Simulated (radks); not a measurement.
Problem. The table gives one normalised radial function P(r) = r R(r) of Ne in [Ne] (r in bohr). Calculated with a radial shooting solver on a logarithmic mesh with Libxc functionals: scalar-relativistic Kohn-Sham, LDA (Slater exchange, Perdew-Wang correlation), spin-polarised, spherical densities, finite nucleus; Fermi nuclear charge, rms radius 3.0055 fm; hard spherical wall at 6 bohr.

r             P
0.01237   0.1584
0.01548   0.1918
0.01937   0.2304
0.02423   0.2738
0.03031   0.3211
0.03792   0.3700
0.04744   0.4169
0.05935   0.4558
0.07485   0.4788
0.09365   0.4732
0.1172    0.4273
0.1466    0.3287
0.1834    0.1687
0.2294   -0.0528
0.287    -0.3215
0.3591   -0.6059
0.4528   -0.8667
0.5665   -1.0332
0.7088   -1.0778
0.8867   -0.9943
1.109    -0.8118
1.388    -0.5832
1.736    -0.3636
2.172    -0.1925
2.739    -0.0810
3.427    -0.0275
4.288    -0.0069
5.364    -0.0011

Which n and l does it have? It may be an empty orbital.

Solution. n = 2, l = 0: the number of nodes gives n - l - 1 = 1, the rise at small r (about r^(l+1)) gives l, and the extent must fit the shell. The curve is that of 2s. 2s: eigenvalue -36.094 eV, 1 radial node at r = 0.219 bohr, <r> = 0.903 bohr, 90 % of the charge inside 1.46 bohr.
